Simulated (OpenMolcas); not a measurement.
## 4f11 along the 65-electron sequence

```yaml
Program: OpenMolcas
Method: CASSCF
Basis: ANO-RCC-VQZP
Scalar_Hamiltonian: DKH2, point nucleus
Spin-orbit_coupling: RASSI with atomic mean-field integrals over the reference wave functions, term energies averaged over their components
```

Active space for each ion: 11 electrons in 7 orbitals (4f).

Computed levels in cm-1 above 4I* 15/2:

```
                                Level   Ho2+   Er3+   Tm4+
                             4I* 13/2   5539   6589   7734
                             4I* 11/2   9078  10631  12253
                              4I* 9/2  11598  13438  15270
                              4F* 9/2  17372  19066  20719
                          2H* 11/2(1)  20361  22695  24985
                              4S* 3/2  21434  23624  25662
                              4F* 7/2  22645  25247  27803
                              4F* 5/2  24485  27321  30089
                              4F* 3/2  24800  27618  30364
weight of 4I* in the lowest level (%)     98     98     97
```

Mixed levels, with the weight of the term that names them: Ho2+ 4F* 9/2 (64 %), Ho2+ 4F* 3/2 (72 %), Er3+ 4F* 9/2 (63 %), Er3+ 2H* 11/2(1) (74 %), Er3+ 4S* 3/2 (74 %), Er3+ 4F* 3/2 (68 %), Tm4+ 4I* 9/2 (68 %), Tm4+ 4F* 9/2 (61 %), Tm4+ 2H* 11/2(1) (69 %), Tm4+ 4S* 3/2 (70 %), Tm4+ 4F* 3/2 (63 %).

Measured, with the error of the calculation in %. Measured levels: Ho2+ from Martin, Zalubas and Hagan, Atomic Energy Levels: The Rare-Earth Elements, NSRDS-NBS 60 (1978); whole-number values converted from NIST levels in rydberg listed in Nahar, Atoms 12, 24 (2024); Er3+ from the list in Tchang-Brillet, Wyart, Meftah and Ait Mammar, Atoms 6, 52 (2018).

```csv
Level,Ho2+,Er3+
4I* 13/2,5439 (+1.8),6508 (+1.3)
4I* 11/2,8644 (+5.0),10172 (+4.5)
4I* 9/2,10770 (+7.7),12469 (+7.8)
4F* 9/2,13330 (+30.3),15405 (+23.8)
2H* 11/2(1),16891 (+20.5),19332 (+17.4)
4F* 7/2,17867 (+26.7),
4F* 5/2,19375 (+26.4),
```

The fine-structure level 4I* 9/2 changes by a factor of 1.32 from Ho2+ to Tm4+. Its fourth root runs 10.38, 10.77, 11.12, with steps per unit of Z of 0.39, 0.35; equal steps would mean a (Z - σ)^4 law with constant σ.

4F* 9/2 changes by a factor of 1.19 over the same range, with steps per unit of Z of +1690, +1650 cm-1.

High states are left out of the spin-orbit mixing, which shifts the levels that they would mix with. Without dynamic correlation excited terms often stand tens of per cent too high (terms of higher spin than the ground term too low), and those without a measured partner can miss by more than the paired ones. Some levels mix across a computed gap that differs much from the measured one, so their mixing is not that of the real levels (holds for Ho2+; Er3+). Computed and measured levels are paired by configuration, term and J; levels that our copy of the source lacks, or whose pairing is in doubt (as where it misses far off the trend of its configuration), stay unpaired and out of the deviations. Only configurations of the active space appear.

A number in round brackets counts repeated terms of one configuration in the order of the reference energies. * marks odd parity.
